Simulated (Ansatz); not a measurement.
Born–Oppenheimer molecular dynamics of BFH8N2 (12 atoms, charge 0, multiplicity 1). It starts from a rough guess of a transition structure, not a stationary point.

Computed with UHF/STO-3G (Ansatz 0.2.0).

- ensemble: NVE (velocity Verlet)
- time step: 0.5 fs
- steps asked: 150
- starting velocities drawn for: 100 K
- seed: 927885

First frame:

```xyz
12
Properties=species:S:1:pos:R:3
B -1.369 -0.434 -0.637
N 0.245 -1.144 -0.271
H -1.500 -0.335 -1.793
H -2.178 -0.920 0.051
H -0.086 1.331 0.396
F -1.183 1.134 -0.068
H 0.941 -0.127 0.261
N 1.174 1.093 0.760
H 0.655 -1.495 -1.123
H 0.134 -1.895 0.394
H 1.318 1.133 1.756
H 1.849 1.660 0.273
```

**Question.** How far do the bonds stretch over the last three quarters of this one trajectory? (Pairs bonded in most of those frames.)

**Answer.** 
| bond | mean (Å) | spread (Å) | shortest | longest |
| --- | --- | --- | --- | --- |
| B1–N2 | 1.584 | 0.102 | 1.39 | 1.72 |
| B1–H3 | 1.173 | 0.019 | 1.14 | 1.21 |
| B1–H4 | 1.174 | 0.020 | 1.14 | 1.21 |
| B1–F6 | 1.544 | 0.094 | 1.29 | 1.67 |
| N2–H9 | 1.030 | 0.014 | 1.00 | 1.06 |
| N2–H10 | 1.030 | 0.016 | 1.00 | 1.06 |
| H5–F6 | 1.063 | 0.075 | 0.95 | 1.31 |
| H7–N8 | 1.082 | 0.064 | 0.99 | 1.22 |
| N8–H11 | 1.030 | 0.032 | 0.98 | 1.09 |
| N8–H12 | 1.029 | 0.013 | 1.00 | 1.06 |

Mean temperature of the second half: 676 K. The conserved energy stayed within 0.73 meV per atom of its start (net change -0.17 meV per atom), so the integration is sound. The system heated up, since it started high on the potential surface and ran downhill. A run of 0.075 ps of so small a system gives no equilibrium averages. The orbitals stay closed-shell, which can raise the energy where a bond breaks towards radicals; this wasn't checked here. Limits of this set-up: minimal basis.

Time of the run: 43 s on 1 thread of AMD EPYC 9R45 96-Core Processor (Zen 5), with other jobs on the host, peak memory 0.11 GiB.
